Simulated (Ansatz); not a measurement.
Species: 1-ethenyl-1,3,2,4-diazadisiletidine, C2H8N2Si2, net charge 0, singlet state. 
Geometry from a B3LYP-D3(BJ)/def2-TZVP (Ansatz, a program for electronic structure) optimisation:
SMILES: C=CN1[SiH2]N[SiH2]1
```xyz
14

C      2.5368     0.9301     0.7979
C      1.6271    -0.0363     0.9364
N      0.4032    -0.1028     0.2950
Si    -0.9187    -1.2452     0.3204
N     -1.6988    -0.2005    -0.8177
Si    -0.3985     0.9455    -0.8577
H      2.3808     1.7783     0.1415
H      3.4660     0.8898     1.3458
H      1.8343    -0.8648     1.6083
H     -0.5766    -2.6045    -0.1651
H     -1.5864    -1.3960     1.6364
H     -2.5835    -0.2424    -1.2855
H      0.3017     1.0927    -2.1555
H     -0.7097     2.3031    -0.3512
```
Charge 0, spin multiplicity 1.

Basis-set convergence of Hartree-Fock and MP2 correlation energies (hartree) with Ansatz. Correlated levels leave the core frozen unless marked. No spin-orbit coupling. Non-relativistic.

```csv
basis,functions,E(HF),"E(corr, MP2)"
cc-pV(D+d)Z,142,-767.23772,-0.78664
cc-pV(T+d)Z,310,-767.33201,-0.97240
cc-pV(Q+d)Z,588,-767.35348,-1.03988
```

Extrapolating the two largest sets (X = 3 and 4) as X^-3: E(corr) = (64·(-1.03988) - 27·(-0.97240))/37 = -1.0891 Eh, an estimate of the basis-set limit. The largest set recovers 95.5 % of it, the smallest 72.2 %.
